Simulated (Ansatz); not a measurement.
The same atomization along the group C, Si, Ge, Sn.

Computed with Ansatz on PBE0-D4/def2-TZVP structures; ΔE is electronic, products minus reactants. CCSD(T)/CBS adds triple-zeta CCSD(T) − MP2 to the extrapolated MP2 energy (def2 sets, frozen cores). This one scheme is used for every species, atoms too. Open shells (•) are unrestricted, without spin–orbit coupling. Spin–orbit coupling would lower the free atoms: a little for F, Si; clearly for Br, Ge; strongly for Sn. def2 core potentials past Kr. Bonds to Br, Ge, Sn are less sure, by a few kJ/mol each and by 10 to 20 or more in all where they break to atoms, as the def2 sets lack core-valence functions. Scalar relativity is left out up to krypton.

Q: Order these by ΔE at CCSD(T)/CBS, lowest first. (An estimate is asked.)
A. `[F][Sn]([F])([F])[Br]` → Br• + 3 F• + Sn•
B. `F[Si](F)(F)Br` → Br• + 3 F• + Si•
C. `[F][Ge]([F])([F])[Br]` → Br• + 3 F• + Ge•

A: A (+16.82 eV), C (+18.24 eV), B (+22.26 eV).

Largest T1 diagnostic: 0.013, for `[F][Sn]([F])([F])[Br]`.

For atomizations the MP2-based limit and the directly extrapolated one differ by several kJ/mol either way, and by 10 to 25 for some Ge, Se and Sn compounds, so smaller differences from it don't rank the levels.
